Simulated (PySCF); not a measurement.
# Ga₃S⁺, singlet: data card

Method: PBE0/[S def2-SVP, Ga def2-SVP], no relativity, density fitting, PySCF.

The structure is a minimum.

Coordinates in bohr (charge 1 multiplicity 1):
```
S     0.0000    0.0000    0.0000
Ga    4.6449    0.0000    0.0000
Ga   -2.3224    4.0226    0.0000
Ga   -2.3225   -4.0226    0.0000
```

```
Point group                                                                   : D3h
Bond lengths                                                                  : S–Ga 2.458 Å (×3)
Bond angles                                                                   : Ga–S–Ga 120.0° (×3)
Lowest empty level                                                            : -6.04 eV
Enthalpy at 298.15 K above 0 K                                                : 20.42 kJ/mol
Zero-point energy                                                             : 5.3 kJ/mol
Entropy at 298.15 K and 1 bar                                                 : 376.9 J/(mol K)
Principal polarisabilities                                                    : 72.8, 143.4, 143.4 bohr³
Dipole moment about the centre of mass                                        : 0.00 D
Heat capacity Cp at 298.15 K                                                  : 80.3 J/(mol K)
Highest occupied level                                                        : -10.95 eV
Rotational symmetry number                                                    : 6
Rotational constants                                                          : 0.02699, 0.02699, 0.01349 cm⁻¹
Principal quadrupole moments (Buckingham, traceless) about the centre of mass : -16.73, 8.37, 8.37 D Å
```

Harmonic modes (masses in u: S 31.972, Ga 68.926):
| symmetry | ω (cm⁻¹) | IR (km/mol, summed over degenerate members) | μ (u) |
| --- | --- | --- | --- |
| e' | 48 | 1.0 | 63.00 |
| a2'' | 57 | 5.1 | 34.45 |
| a1' | 169 | 0.0 | 68.93 |
| e' | 278 | 445 | 36.14 |

In D3h the vibrations span 2e' + a2'' + a1'. The a1' mode carries no infrared intensity, as symmetry demands.

Charges (e):
```tsv
atom	Mulliken	Löwdin	polar tensor	Mayer order to S1
S1	-0.63	0.03	-1.56	–
Ga2,3,4	0.54	0.32	0.85	0.69
```

Mulliken populations on S1: s 5.86, p 10.75, d 0.01.

Other isomers or separated fragments may lie lower.

The final relaxation and frequency run took about 80 core-seconds on a shared host.
